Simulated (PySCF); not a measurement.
SmH2 at several levels of theory

Computed with PySCF 2.14.0 (density fitting, no spin-orbit coupling) at the geometry relaxed with PBE0:

```xyz
3
SmH2 (singlet in the valence; each metal's 4f electrons, 6 of them, lie in its core potential, out of spins and levels)
Sm    0.0000    0.0000   -0.1388
H     1.8398    0.0000    1.0295
H    -1.8398    0.0000    1.0295
```

```
level                                    basis    state  HOMO (eV)  gap (eV)  charge on Sm1 (e)  population of f-type functions on Sm1 (polarisation alone where 4f lies in the core)  dipole about the centre of mass (D)  largest force component (eV/Å)
 PBE0    Sm lcecp-0-SVP with ECP52, H def2-SVP  singlet          –         –               0.41                                                                                  0.01                                 6.66                            0.00
wB97X                                 the same  singlet          –         –               0.42                                                                                  0.01                                 7.22                            0.12
 PBE0  Sm lcecp-0-TZVP with ECP52, H def2-TZVP  singlet          –         –               0.63                                                                                  0.01                                 6.71                            0.07
```

In the lcecp rows the 4f levels are missing from HOMO and gap, and the state counts the valence alone.

Charges are Mulliken's, which hang on the basis. The relaxation used the grid (50, 194), these runs (75, 302) or, all-electron (x2c bases, spin-free X2C Hamiltonian), (99, 590).

Problem. What does BP86 with Sm lcecp-0-SVP with ECP52, H def2-SVP give here?

Solution. state singlet, charge on Sm1 (e) 0.32, population of f-type functions on Sm1 (polarisation alone where 4f lies in the core) 0.01, dipole about the centre of mass (D) 6.20, largest force component (eV/Å) 0.10. Time: 0.9 s on 2 threads of Arm Neoverse V1 (shared host), from an already converged density.

An lcecp potential fixes the number of 4f electrons, so in runs with it no electron can move into or out of that shell.
